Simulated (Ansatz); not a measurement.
Reaction (redistribution): `[OH][Al]([OH])[Cl]` + `[SiH3][O][InH2]` → `[OH][Al]([OH])[O][SiH3]` + `[Cl][InH2]`

Computed with Ansatz on PBE0-D4/def2-TZVP structures; ΔE is electronic, products minus reactants. CCSD(T)/CBS adds triple-zeta CCSD(T) − MP2 to the extrapolated MP2 energy (def2 sets, frozen cores). This one scheme is used for every species. Elements past krypton have def2 core potentials. For In outer-core shells are correlated without core-valence functions, which leaves a few kJ/mol of doubt a bond. Each species was taken in one conformer, which may not be the lowest.

`[OH][Al]([OH])[Cl]`:

Z-matrix (Å, degrees):
```
Al
O 1 1.680
Cl 1 2.092 2 120.9
O 1 1.680 2 118.2 3 179.9
H 2 0.955 1 122.5 3 0.0
H 4 0.955 1 122.5 2 -180.0
```

`[SiH3][O][InH2]`:

```xyz
8

Si    0.859   -0.414   -1.049
O    -0.349    0.441   -0.386
In   -1.240    0.641    1.384
H     1.506   -1.325   -0.055
H     1.916    0.492   -1.584
H     0.357   -1.255   -2.173
H    -2.491    1.791    1.286
H    -0.557   -0.371    2.576
```

`[OH][Al]([OH])[O][SiH3]`:

Z-matrix (Å, degrees):
```
Si
O 1 1.624
H 1 1.487 2 110.4
H 1 1.487 2 109.5 3 -119.6
H 1 1.487 2 110.7 3 120.6
Al 2 1.675 1 162.6 3 -69.6
O 6 1.688 2 121.6 1 179.7
O 6 1.685 2 118.9 1 -0.3
H 7 0.955 6 123.0 2 0.0
H 8 0.956 6 122.0 2 -179.9
```

`[Cl][InH2]`:

```xyz
4

Cl    1.675   -0.651   -1.054
In   -0.209    0.081    0.132
H     0.193    1.150    1.398
H    -1.658   -0.581   -0.475
```

```csv
level,ΔE (kJ/mol)
MP2/def2-QZVPP,-63.3
HF/CBS(def2),-85.5
```

(1) What does CCSD(T)/CBS give? (Best estimate.)

Largest T1 diagnostic among the species: 0.015.

Results:

(1) Computed: -63.7 kJ/mol. The listed levels differ from it by 0.4, -21.8 kJ/mol.

From PBE to PBE0 (25 % exact exchange), in def2-TZVPP and without D4, ΔE moves by −6.6 kJ/mol. In def2-TZVPP, CCSD(T) changes the Hartree–Fock value by +19.3 kJ/mol (the triples alone add +3.8 kJ/mol) and MP2 by +20.7 kJ/mol.
